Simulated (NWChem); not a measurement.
System: CHO2 cation; SMILES O=C=[OH+]

NWChem printed, in part:

```
             Northwest Computational Chemistry Package (NWChem) 7.3.0
             --------------------------------------------------------

 CS  symmetry detected

                             Geometry "geometry" -> ""
                             -------------------------

 Output coordinates in angstroms (scale by  1.889725989 to convert to a.u.)

  No.       Tag          Charge          X              Y              Z
 ---- ---------------- ---------- -------------- -------------- --------------
    1 O                    8.0000    -0.01649866    -1.24641405     0.00000000
    2 C                    6.0000     0.01589912    -0.10752106     0.00000000
    3 O                    8.0000    -0.08529754     1.11354618     0.00000000
    4 H                    1.0000     0.71897483     1.70806935     0.00000000

 Effective nuclear repulsion energy (a.u.)      64.6232992369

      Symmetry information
      --------------------

 Group name             Cs
 Group number              2
 Group order               2
 No. of unique centers     4

                                 NWChem DFT Module
                                 -----------------

 Summary of "ao basis" -> "ao basis" (spherical)
 ------------------------------------------------------------------------------
       Tag                 Description            Shells   Functions and Types
 ---------------- ------------------------------  ------  ---------------------
 O                        aug-cc-pvdz                9       23   4s3p2d
 C                        aug-cc-pvdz                9       23   4s3p2d
 H                        aug-cc-pvdz                5        9   3s2p

      Symmetry analysis of basis
      --------------------------

        a'         55
        a"         23

            General Information
            -------------------
          SCF calculation type: DFT
          Wavefunction type:  closed shell.
          No. of atoms     :     4
          No. of electrons :    22
           Alpha electrons :    11
            Beta electrons :    11
          Charge           :     1
          Spin multiplicity:     1
          Use of symmetry is: off; symmetry adaption is: on
          Maximum number of iterations: 150
          AO basis - number of functions:    78
                     number of shells:    32
          Convergence on energy requested:  1.00D-06
          Convergence on density requested:  1.00D-05
          Convergence on gradient requested:  5.00D-04

              XC Information
              --------------
                        Slater Exchange Functional  1.000 local
                      VWN V Correlation Functional  1.000 local

             Grid Information
             ----------------
          Grid used for XC integration:  medium
          Radial quadrature: Mura-Knowles
          Angular quadrature: Lebedev.
          Tag              B.-S. Rad. Rad. Pts. Rad. Cut. Ang. Pts.
          ---              ---------- --------- --------- ---------
          O                   0.60       49          13.0       434
          C                   0.70       49          12.0       434
          H                   0.35       45          12.0       434
          Grid pruning is: on
          Number of quadrature shells:   192
          Spatial weights used:  Erf1

      Superposition of Atomic Density Guess
      -------------------------------------

 Sum of atomic energies:        -187.69998596

 Renormalizing density from      23.00 to     22

      Non-variational initial energy
      ------------------------------

 Total energy =    -183.388993
 1-e energy   =    -367.708883
 2-e energy   =     119.696590
 HOMO         =      -0.957063
 LUMO         =      -0.372310

      Symmetry analysis of molecular orbitals - initial
      -------------------------------------------------

  Numbering of irreducible representations:

     1 a'          2 a"

  Orbital symmetries:

     1 a'          2 a'          3 a'          4 a'          5 a'
     6 a'          7 a'          8 a'          9 a"         10 a'
    11 a"         12 a'         13 a"         14 a'         15 a'
    16 a'         17 a"         18 a'         19 a'         20 a'
    21 a'

[...]

                                NWChem TDDFT Module
                                -------------------

            General Information
            -------------------
           No. of orbitals :     156
            Alpha orbitals :      78
             Beta orbitals :      78
        Alpha frozen cores :       0
         Beta frozen cores :       0
     Alpha frozen virtuals :       0
      Beta frozen virtuals :       0
         Spin multiplicity :       1
    Number of AO functions :      78
        Use of symmetry is : off
      Symmetry adaption is : on
         Schwarz screening :  0.10D-07

              XC Information
              --------------
                 Slater Exchange Functional   1.00 local
               VWN V Correlation Functional   1.00 local

             TDDFT Information
             -----------------
          Calculation type : TDDFT
         Wavefunction type : Restricted singlets & triplets
          No. of electrons :      22
           Alpha electrons :      11
            Beta electrons :      11
              No. of roots :       6
          Max subspacesize :    5200
            Max iterations :     100
               Target root :       1
           Target symmetry : none
      Symmetry restriction : off
                 Algorithm : Optimal
        Davidson threshold :  0.10D-03

    6 smallest eigenvalue differences (eV)
--------------------------------------------------------
  No. Spin  Occ  Vir  Irrep   E(Occ)    E(Vir)   E(Diff)
--------------------------------------------------------
    1    1   11   12 a"       -0.660    -0.374     7.782
    2    1   10   12 a'       -0.687    -0.374     8.498
    3    1   11   13 a'       -0.660    -0.341     8.683
    4    1   11   14 a"       -0.660    -0.316     9.381
    5    1   10   13 a"       -0.687    -0.341     9.399
    6    1   10   14 a'       -0.687    -0.316    10.098
--------------------------------------------------------

  Entering Davidson iterations
  Restricted singlet excited states

  Iter   NTrls   NConv    DeltaV     DeltaE      Time
  ----  ------  ------  ---------  ---------  ---------
    1      6       0     0.67E+00   0.10+100        1.5
    2     12       0     0.32E+00   0.11E+00        1.5
    3     24       0     0.31E-01   0.68E-01        1.9
    4     36       0     0.12E-01   0.12E-02        1.9
    5     48       0     0.49E-02   0.37E-04        1.9
    6     60       1     0.21E-02   0.65E-05        1.9
    7     70       1     0.87E-03   0.11E-05        1.8
    8     80       4     0.37E-03   0.17E-06        1.7
    9     84       5     0.14E-03   0.23E-07        1.4
   10     86       6     0.54E-04   0.25E-08        1.3
  ----  ------  ------  ---------  ---------  ---------
  Convergence criterion met

  Ground state a'       -187.414352083560 a.u.

  ----------------------------------------------------------------------------
  Root   1 singlet a"             0.292126149 a.u.                7.9492 eV
  ----------------------------------------------------------------------------
     Transition Moments    X  0.00000   Y  0.00000   Z  0.00821
     Dipole Oscillator Strength                    0.0000131199
     Electric Quadrupole                           0.0000000012
     Magnetic Dipole                               0.0000000453
     Total Oscillator Strength                     0.0000131663

     Occ.   10  a'  ---  Virt.   13  a"  -0.11992 X
     Occ.   11  a"  ---  Virt.   12  a'   0.99268 X
  ----------------------------------------------------------------------------
  Root   2 singlet a'             0.331411893 a.u.                9.0182 eV
  ----------------------------------------------------------------------------
     Transition Moments    X  0.01252   Y  0.07872   Z -0.00000
     Dipole Oscillator Strength                    0.0014039137
     Electric Quadrupole                           0.0000000017
     Magnetic Dipole                               0.0000000217
     Total Oscillator Strength                     0.0014039371

     Occ.    7  a'  ---  Virt.   12  a'   0.05044 X
     Occ.   10  a'  ---  Virt.   12  a'  -0.73600 X
     Occ.   11  a"  ---  Virt.   13  a"   0.67398 X
  ----------------------------------------------------------------------------
  Root   3 singlet a"             0.352892017 a.u.                9.6027 eV
  ----------------------------------------------------------------------------
     Transition Moments    X  0.00000   Y  0.00000   Z  0.01563
     Dipole Oscillator Strength                    0.0000574499
     Electric Quadrupole                           0.0000001213
     Magnetic Dipole                               0.0000006636
     Total Oscillator Strength                     0.0000582349

     Occ.   10  a'  ---  Virt.   13  a"   0.48356 X
     Occ.   11  a"  ---  Virt.   12  a'   0.05457 X
     Occ.   11  a"  ---  Virt.   14  a'   0.87183 X
  ----------------------------------------------------------------------------
  Root   4 singlet a"             0.355925599 a.u.                9.6852 eV
  ----------------------------------------------------------------------------
     Transition Moments    X  0.00000   Y  0.00000   Z  0.04599
     Dipole Oscillator Strength                    0.0005019729
     Electric Quadrupole                           0.0000000127
     Magnetic Dipole                               0.0000000653
     Total Oscillator Strength                     0.0005020510

[...]
```

Level: LDA (Slater exchange, VWN5)/aug-cc-pVDZ, full TDDFT. The geometry was optimised at PBE-D3(BJ)/def2-SVP.

**Question.** Write an input that gives this output.

**Answer.** Several could match; the one computed here: the input that was run:
```
start job
memory heap 200 mb stack 900 mb global 1100 mb
charge 1
geometry units angstroms noautoz
  O      0.035541    -1.224123     0.000000
  C      0.004729    -0.085186     0.000000
  O     -0.164029     1.128390     0.000000
  H      0.606035     1.766601     0.000000
end
basis spherical
  * library aug-cc-pvdz
end
dft
  xc slater vwn_5
  iterations 150
end
tddft
  nroots 6
end
task tddft energy
```
